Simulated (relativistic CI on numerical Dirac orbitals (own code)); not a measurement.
Sensitivity of the levels of Pt⁵⁷⁺ to α and to the nuclear radius

These numbers are calculated, not measured: Dirac-Coulomb-Breit CI, orbitals from a KLI potential per configuration, derivatives by finite differences, unscaled Slater integrals, QED left out (own radial code, finite nucleus).

Configuration list (outside the closed core [Ne]): 3s²3p⁶3d³, 3s²3p⁵3d⁴, 3s3p⁶3d⁴, 3p⁶3d⁵, 3s²3p⁶3d²4s, 3s²3p⁶3d²4p, 3s²3p⁶3d²4d, 3s²3p⁵3d³4s. Levels of other configurations are missing.

With x = (α/α₀)² − 1 an excitation energy changes as ω = ω₀ + qx; K = 2q/ω₀ is the relative enhancement. Terms are leading LS components, so labels can repeat. The field-shift factor is F = δν/δ⟨r²⟩ for the transition from the lowest level.

Lowest level 3s²3p⁶3d³ ⁴F3/2.

```csv
Level,ω₀ (cm⁻¹),q (cm⁻¹),K,F (GHz/fm²)
3s²3p⁶3d³ ⁴F5/2,686114,776700,2.26,23.7
3s²3p⁶3d³ ⁴P3/2,741977,771400,2.08,23.5
3s²3p⁶3d³ ²H9/2,770875,758800,1.97,24.4
3s²3p⁶3d³ ²G7/2,775201,774900,2,24.1
3s²3p⁶3d³ ⁴P1/2,790504,772300,1.95,23.1
3s²3p⁶3d³ ²D5/2,1002836,801800,1.6,25
3s²3p⁶3d³ ⁴F7/2,1448995,1.545e+06,2.13,47.6
3s²3p⁶3d³ ⁴F9/2,1489574,1.546e+06,2.08,48.3
3s²3p⁶3d³ ⁴P3/2,1540111,1.556e+06,2.02,47
3s²3p⁶3d³ ²P1/2,1566622,1.556e+06,1.99,47.2
3s²3p⁶3d³ ²H11/2,1571322,1.535e+06,1.95,49.1
3s²3p⁶3d³ ⁴P5/2,1576525,1.539e+06,1.95,45.8
3s²3p⁶3d³ ²F7/2,1658751,1.541e+06,1.86,47.4
```

At this charge energies of transitions that change n are usually good to better than 1 %, and those within a shell (Δn = 0) to a few per cent.
